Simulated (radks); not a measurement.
Spherical jellium clusters: N electrons in a uniform positive sphere of charge N and radius rs N^(1/3), rs = 2.49 bohr. Calculated with a radial shooting solver with Libxc functionals: non-relativistic Kohn-Sham, PBEsol, spin-polarised, spherical densities. Levels are named by radial order and angular momentum (1s, 1p, 1d, 2s, ...), and open shells are averaged over m. Each electron was tried in the lowest free levels, single moves between levels near the top were tried too, and the lowest total energy was kept; such a search can miss a lower state. Energies include the self-energy of the background; IP and EA are vertical (highest electron removed, lowest free level filled), at fixed background; spill-out counts the electrons outside the background radius R, and alpha is the static dipole polarisability from linear response (closed shells only). A dash means not computed or, for alpha, an open shell; in EA it means that no bound solution was reached, which is typical of self-interaction and does not show that the anion is unstable. Real open-shell clusters deform, which this model forbids.

N                         open shells  2S  E/N (eV)  E(N+1) + E(N-1) - 2E(N) (eV)  spill-out (e)
1                    1s(up 1, down 0)   1    -0.494                             -           0.54
2                                none   0    -1.190                         2.177           0.78
3                    1p(up 1, down 0)   1    -0.697                        -1.014           1.18
4                    1p(up 2, down 0)   2    -0.703                        -0.865           1.45
5                    1p(up 3, down 0)   3    -0.880                         0.517           1.63
6                    1p(up 3, down 1)   2    -0.912                        -0.810           1.81
7                    1p(up 3, down 2)   1    -1.051                        -0.576           1.96
8                                none   0    -1.227                         2.667           2.09
9                    1d(up 1, down 0)   1    -1.067                        -0.485           2.34
10                   1d(up 2, down 0)   2    -0.988                        -0.442           2.55
11                   1d(up 3, down 0)   3    -0.963                        -0.396           2.73
12                   1d(up 4, down 0)   4    -0.976                        -0.353           2.88
13                   1d(up 5, down 0)   5    -1.013                         0.387           3.01
14  1d(up 5, down 0) 2s(up 1, down 0)   6    -1.018                         0.035           3.30
15  1d(up 5, down 1) 2s(up 1, down 0)   5    -1.020                        -0.499           3.42
16                   1d(up 5, down 3)   2    -1.053                        -0.336           3.38
17                   1d(up 5, down 4)   1    -1.101                        -0.259           3.49
18                               none   0    -1.159                         0.202           3.58
19                   2s(up 1, down 0)   1    -1.200                         0.304           3.80
20                               none   0    -1.221                         1.543           4.04
21                   1f(up 1, down 0)   1    -1.167                        -0.261           4.19
22                   1f(up 2, down 0)   2    -1.130                        -0.243           4.32
23                   1f(up 3, down 0)   3    -1.107                        -0.226           4.44
24                   1f(up 4, down 0)   4    -1.095                        -0.210           4.55
25                   1f(up 5, down 0)   5    -1.092                        -0.196           4.66
26                   1f(up 6, down 0)   6    -1.097                        -0.183           4.75
27                   1f(up 7, down 0)   7    -1.109                         0.544           4.84
28                   1f(up 7, down 1)   6    -1.100                        -0.211           4.94
29                   1f(up 7, down 2)   5    -1.099                        -0.193           5.03
30                   1f(up 7, down 3)   4    -1.105                        -0.178           5.12
31                   1f(up 7, down 4)   3    -1.116                        -0.165           5.20
32                   1f(up 7, down 5)   2    -1.131                        -0.153           5.28
33                   1f(up 7, down 6)   1    -1.150                        -0.143           5.36
34                               none   0    -1.173                         0.523           5.44
35                   2p(up 1, down 0)   1    -1.179                             -           5.65

All shells are closed at N = 2, 8, 18, 20, 34 (there: 1s2 1p6 1d10 2s2 1f14); the second difference of the energy has clear peaks (12 % above both neighbours; the first and last values, which can be the largest, are not judged, and half-filled shells can peak too) at N = 5, 8, 13, 20, 27.
